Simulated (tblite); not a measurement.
`FC(F)(F)S(=O)(/C=C/[SiH3])=O`. Computed geometry: GFN2-xTB, gas phase.

```
atom  x, y, z in Å
O1    -1.3863   -1.4740    1.0796
S2    -1.3797   -1.0491   -0.2845
O3    -1.8949   -1.9148   -1.2968
C4     0.2137   -0.3823   -0.7360
C5     1.1218   -0.2064    0.1984
Si6    2.8647    0.4863   -0.0735
C7    -2.4473    0.5210   -0.3469
F8    -1.9717    1.4126    0.5260
F9    -3.7184    0.2840   -0.0696
F10   -2.3628    1.0658   -1.5630
H11    0.3047   -0.1673   -1.7844
H12    0.8334   -0.5020    1.1993
H13    3.8007   -0.5980    0.2197
H14    3.0325    1.5964    0.8628
H15    2.9851    0.9357   -1.4587
```

Problem. Which two atoms are farthest apart?

Solution. F9···H13, 7.58 Å; the next longest distance is 6.94 Å.

Problem. Work out the bond lengths C5–H12, Si6–H13, Si6–H15, C7–F10 in pm.

Solution. For C5–H12 the difference vector is (-0.2884, -0.2956, 1.0009) Å, of length 1.0828 Å. C5–H12 108.3; Si6–H13 146.2; Si6–H15 146.1; C7–F10 133.5 pm.

Problem. Where is the centre of mass (commonest isotopes), and what is the radius of gyration?

Solution. Mass 189.973 u; centre at (-0.904, -0.112, -0.249) Å; Rg = √(Σ m r²/M) = 2.401 Å. As Ia + Ib + Ic = 2 Σ m r², the three principal moments sum to 2189.8 u·Å².

Problem. What is the repulsion energy of the bare nuclei, Σ ZA·ZB/RAB?

Solution. 797.50 Eh over 105 pairs, with full nuclear charges and distances in bohr; the largest single term is 47.43 Eh (S2 with O3).

Problem. Give the dihedral angles C4–S2–C7–F10, H11–C4–C5–H12, C4–C5–Si6–H14.

Solution. C4–S2–C7–F10 57° (synclinal); H11–C4–C5–H12 -179° (antiperiplanar); C4–C5–Si6–H14 127° (anticlinal). Dihedral signs follow IUPAC: positive where, seen along the central bond, the front bond turns clockwise onto the rear one.

Problem. How far apart are these pairs, which share no bond: O1···O3, O3···H14, O3···H15, Si6···F8, H11···H12, H13···H15?

Solution. O1···O3 2.470 Å (2 bonds apart); O3···H14 6.424 Å (5 bonds apart); O3···H15 5.654 Å (5 bonds apart); Si6···F8 4.961 Å (5 bonds apart); H11···H12 3.049 Å (3 bonds apart); H13···H15 2.415 Å (2 bonds apart).

Problem. How far are the heavy atoms from their best plane (unweighted least squares)?

Solution. 0.744 Å rms; O1 1.36, S2 0.00, O3 0.97, C4 0.58, C5 0.29, Si6 0.12, C7 0.01, F8 0.84, F9 0.38, F10 1.21 Å (magnitudes).

Problem. What are the angles O3–S2–C7, C5–Si6–H14, H13–Si6–H15, C5–Si6–H13, F8–C7–F10?

Solution. From the scalar product of the two bond vectors; for O3–S2–C7 it is -0.7460 Å² over 1.4282 × 1.8997 Å², cos θ = -0.2750. O3–S2–C7 106.0°; C5–Si6–H14 106.9°; H13–Si6–H15 111.4°; C5–Si6–H13 106.8°; F8–C7–F10 107.5°.

Problem. Write the matrix of distances between heavy atoms (Å, lower triangle).

Solution. 
```
O1    0.000
S2    1.429  0.000
O3    2.470  1.428  0.000
C4    2.655  1.785  2.666  0.000
C5    2.945  2.683  3.776  1.315  0.000
Si6   4.821  4.519  5.470  2.867  1.895  0.000
C7    2.672  1.900  2.672  2.837  3.683  5.319  0.000
F8    2.997  2.658  3.795  3.097  3.507  4.961  1.335  0.000
F9    3.138  2.701  3.109  4.043  4.872  6.586  1.322  2.163  0.000
F10   3.793  2.660  3.029  3.069  4.107  5.466  1.335  2.153  2.163  0.000
```

Its GFN2-xTB frequencies are all real (lowest 28 cm⁻¹). One conformer, not necessarily the lowest.
